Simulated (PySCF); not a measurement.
HTiN + 2 H₂O → Ti(OH)₂ + NH₃

Level: PBE0 in the def2-TZVP basis family, all electrons, no relativity, computed in PySCF with density fitting; open shells unrestricted.

```
species                                                                   state and structure  ZPE (kJ/mol)  H(298 K) − H(0) (kJ/mol)  S° (J/(mol K))
   HTiN                                singlet, Cs, Ti–H 1.770 Å, Ti–N 1.547 Å; H–Ti–N 110.0°          19.4                      10.6           244.0
    H₂O                                          singlet, C2v, O–H 0.960 Å (×2); H–O–H 105.1°          56.5                       9.9           188.7
Ti(OH)₂  triplet, C2v, O–H 0.952 Å (×2), Ti–O 1.813 Å (×2); H–O–Ti 167.3° (×2), O–Ti–O 162.0°          67.0                      15.6           293.7
    NH₃                                     singlet, C3v, N–H 1.013 Å (×3); H–N–H 107.1° (×3)          90.6                      10.0           192.4
```

(1) Is the gas-phase reaction uphill or downhill in electronic energy at this level, and by how much?

(2) Add zero-point, thermal and entropy terms for 298.15 K and 1 bar.

Answers

(1) At PBE0/def2-TZVP, ΔE = -467.4 kJ/mol, downhill. 

(2) ΔZPE = 25.2 and Δ[H(298) − H(0)] = -4.8 kJ/mol give ΔH° = -447.0 kJ/mol. ΔS° = -135.3 J/(mol K), so ΔG° = -447.0 − 298.15 × (-0.1353) = -407 kJ/mol.

Open d or f shells are single determinants, so the state found may not be the ground state. Only the bonding shown was studied: isomers, or loss of a ligand pair, can lie lower.
